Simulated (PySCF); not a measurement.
# Electronic structure of Os (osmium, neutral) at the LC-wPBE level

Configuration: [Xe] 4f14 5d6 6s2, high-spin 5D determinant. All numbers are calculated (PySCF 2.14, scalar relativity through the core potential, in def2-TZVPPD with the def2 core potential (60 electrons)).

* Total energy: -90.5622 hartree
* One-electron energy: -155.0776 hartree
* Hartree (Coulomb) energy: 73.9334 hartree
* Exchange-correlation energy: -9.4180 hartree
* ⟨S²⟩: 6.0123
* ⟨L²⟩: 6.132
* Sum of ⟨r⟩: 26.20 bohr
* Sum of ⟨r²⟩: 56.20 bohr²
* Traceless quadrupole moment −½Σ⟨3z² − r²⟩ along its main axis: 0.301 e·bohr²

| shell | electrons | mean orbital energy (eV) | spread (eV) | rms radius, mean of both spins (bohr) |
| --- | --- | --- | --- | --- |
| 5s α | 1 | -98.525 | 0 | 1.08 |
| 5s β | 1 | -96.392 | 0 | 1.08 |
| 5p α | 3 | -56.702 | 1.040 | 1.27 |
| 5p β | 3 | -53.549 | 0.182 | 1.27 |
| 5d α | 5 | -11.498 | 1.184 | 1.95 |
| 6s α | 1 | -9.376 | 0 | 3.26 |
| 5d β | 1 | -9.068 | 0 | 1.95 |
| 6s β | 1 | -7.888 | 0 | 3.26 |

Energies and moments cover only the electrons outside the core potential. Spin-orbit coupling, absent here, splits the open shell strongly.
